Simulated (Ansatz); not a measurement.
AsH4OP, SMILES `PO[AsH2]`, one more setting.

```yaml
crystal:
  periodic: [false, false, false]
  atoms:
    - {symbol: P, position_ang: [-1.021534, 0.802121, -0.854219]}
    - {symbol: O, position_ang: [-0.022929, -0.298755, -0.139790]}
    - {symbol: As, position_ang: [1.161801, 0.295024, 1.093563]}
    - {symbol: H, position_ang: [-2.252461, 0.098219, -0.705550]}
    - {symbol: H, position_ang: [-0.879280, 0.366079, -2.203875]}
    - {symbol: H, position_ang: [0.775198, -0.731667, 2.158641]}
    - {symbol: H, position_ang: [2.300405, -0.599022, 0.605530]}
basis:
  gaussian: {orbitals: aug-cc-pVTZ}
hamiltonian: {xc: {name: PBE0}, dispersion: d4}
output: {forces: true}
```

```sh
$ ansatz run in.yaml --threads 2 --pin off --events-out ev --progress --plain --max-ram 4352MiB
```

It prints (some lines left out):

```
Functional definition: PBE0
1307 factors; their error is unknown
mean field evaluation 1: about -72226.8527 eV, gradient 4.9e1 eV
mean field evaluation 2: about -72208.7042 eV, gradient 1.1e2 eV
mean field evaluation 4: about -72230.8387 eV, gradient 2.8e0 eV
mean field evaluation 8: about -72230.8554 eV, gradient 2.3e-2 eV
mean field evaluation 16: about -72231.1735 eV, gradient 4.5e-5 eV
mean field -72231.17353534 eV, -2654.4466673758 hartree, gradient 4.5e-5 eV, S^2 0.000000; 0 other end points of the search recorded, 0 dependent functions left out
reference -72231.17358906 eV, -2654.4466693500 hartree; 30, 30 occupied and 217, 217 virtual orbitals, 1307 factors
Total energy: -72231.29512854 eV, -2654.4511358437 hartree
Atom 0 at    -1.021534     0.802121    -0.854219 Å, force    -0.148464     0.205828    -0.099214 eV/Å
Atom 1 at    -0.022929    -0.298755    -0.139790 Å, force     0.156978    -0.180818     0.109718 eV/Å
Atom 2 at     1.161801     0.295024     1.093563 Å, force     0.020242    -0.016377     0.018591 eV/Å
Atom 3 at    -2.252461     0.098219    -0.705550 Å, force    -0.038232    -0.016273     0.010704 eV/Å
Atom 4 at    -0.879280     0.366079    -2.203875 Å, force     0.009253    -0.006764    -0.041287 eV/Å
Atom 5 at     0.775198    -0.731667     2.158641 Å, force     0.004782     0.007699    -0.003346 eV/Å
Atom 6 at     2.300405    -0.599022     0.605530 Å, force    -0.004560     0.006705     0.004834 eV/Å
Dipole moment:     0.106331    -0.054104     0.098956 e Å
```

Run time 8 s (2 threads of an Arm Neoverse V2 on a shared host); peak host memory 0.74 GiB.
